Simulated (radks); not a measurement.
Question: The table gives one normalised radial function P(r) = r R(r) of Te0.5+ in [Kr] 4d10 5p(up 2, down 2) 5s(up 1, down 0.5) (r in bohr). Method: scalar-relativistic Kohn-Sham, SCAN, spin-polarised, spherical densities, finite nucleus; meta-GGA in the generalised Kohn-Sham scheme; Fermi nuclear charge, rms radius 4.7423 fm; computed with a radial shooting solver on a logarithmic mesh with Libxc functionals.

| r | P |
|---|---|
| 0.002282 | 0.0015 |
| 0.003044 | 0.0025 |
| 0.00406 | 0.0041 |
| 0.005415 | 0.0068 |
| 0.007223 | 0.0111 |
| 0.009633 | 0.0180 |
| 0.01285 | 0.0286 |
| 0.01714 | 0.0442 |
| 0.02286 | 0.0658 |
| 0.03048 | 0.0929 |
| 0.04066 | 0.1213 |
| 0.05423 | 0.1408 |
| 0.07233 | 0.1343 |
| 0.09724 | 0.0801 |
| 0.1297 | -0.0246 |
| 0.173 | -0.1479 |
| 0.2307 | -0.2115 |
| 0.3077 | -0.1332 |
| 0.4104 | 0.0842 |
| 0.5474 | 0.2956 |
| 0.7301 | 0.3004 |
| 0.9738 | 0.0335 |
| 1.299 | -0.3637 |
| 1.732 | -0.6488 |
| 2.311 | -0.7000 |
| 3.082 | -0.5333 |
| 4.11 | -0.2921 |
| 5.482 | -0.1092 |
| 7.312 | -0.0259 |

Which n and l does it have? It may be an empty orbital.

Answer: n = 5, l = 1: the number of nodes gives n - l - 1 = 3, the rise at small r (about r^(l+1), flatter next to the nucleus through relativity) gives l, and the extent must fit the shell. The curve is that of 5p up; the table hardly tells the two spins apart. 5p up: eigenvalue -10.441 eV, 3 radial nodes at r = 0.122, 0.372, 1.000 bohr, <r> = 2.51 bohr, 90 % of the charge inside 3.74 bohr.
